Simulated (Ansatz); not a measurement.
A made-up structure of Si2H3ClO, closed shell:

O1  (-1.834, 1.125, -1.422)
Si2  (-0.545, 1.110, -0.614)
Si3  (0.259, -0.870, 0.376)
Cl4  (2.007, -0.409, 1.357)
H5  (0.300, 2.320, -0.384)
H6  (0.538, -1.885, -0.666)
H7  (3.296, -0.530, 1.664)
(Å)

It is relaxed with PBE-D4/def2-SVP and then PBE0-D4/def2-TZVP (Ansatz 0.2.0). Atoms count as bonded within 1.22 times the sum of their covalent radii (H–H: 0.88 Å). The end point is not checked to be a true minimum.

(1) Does its bonding change? (A judgement: the text doesn't fix the answer.)

## Answers

(1) By the calculation: Yes. Formed: H5–H7; broken: Si2–H5, Cl4–H7.

Where it ends: The first stage lowers the energy by 2.59 eV in 30 steps. It ends as a complex of Si₂HClO ([O][Si][SiH][Cl]) + H₂:
```
atom    x (Å)    y (Å)    z (Å)
  O1  -1.2963   1.5449  -1.1584
 Si2  -0.4398   0.4068  -0.6634
 Si3  -0.0468  -1.5643   0.6792
 Cl4   1.7702  -1.0369   1.5904
  H5   1.6327   2.1355   0.0439
  H6   0.4803  -2.1834  -0.6091
  H7   1.9212   1.5578   0.4279
```

Labels in which every atom is bracketed show which atoms are joined, not bond orders.

For scale, one of the runs: PBE0-D4/def2-TZVP relaxation, 160 basis functions, launched by `ansatz run in.yaml --threads 2 --pin off --events-out ev --progress --plain --max-ram 4352MiB`. Hardware: 2 CPU threads of an Arm Neoverse V2, shared host. Wall time about 50 s.
